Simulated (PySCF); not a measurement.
CH8Ge2, SMILES [GeH3][GeH2][CH3]. Atoms are numbered in the order given.

```xyz
11

C     -1.1741    -2.0630     0.0000
Ge     0.4454    -0.9357     0.0000
Ge    -0.1409     1.4304     0.0000
H     -0.8927    -3.1341     0.0000
H     -1.7850    -1.8553    -0.8996
H     -1.7850    -1.8553     0.8996
H      1.3059    -1.2537     1.2565
H      1.3059    -1.2537    -1.2565
H     -0.9855     1.7838    -1.2552
H     -0.9855     1.7838     1.2552
H      1.1228     2.3321     0.0000
```
Charge 0, spin multiplicity 1.

Geometry: PBE-D3(BJ)/def2-SVP. The structure was generated by enumeration, and PubChem lists no compound with its InChIKey, so it may never have been made.

These are B3LYP/def2-TZVP (PySCF) values and carry that method's errors.

Isolated molecule, no solvent.

Computed frontier levels, gap, dipole moment and polarisability:
```yaml
highest_occupied_level: -7.68 eV
lowest_empty_level: 0.12 eV
orbital_gap: 7.80 eV
dipole_moment: 0.84 D
quadrupole, principal values (traceless, Buckingham form, about the centre of nuclear charge): -1.60, 0.20, 1.40 D·Å
mean_static_polarisability: 81.2 bohr³ (12.03 Å³)
polarisability_principal_values: 70.1, 76.6, 96.9 bohr³
```
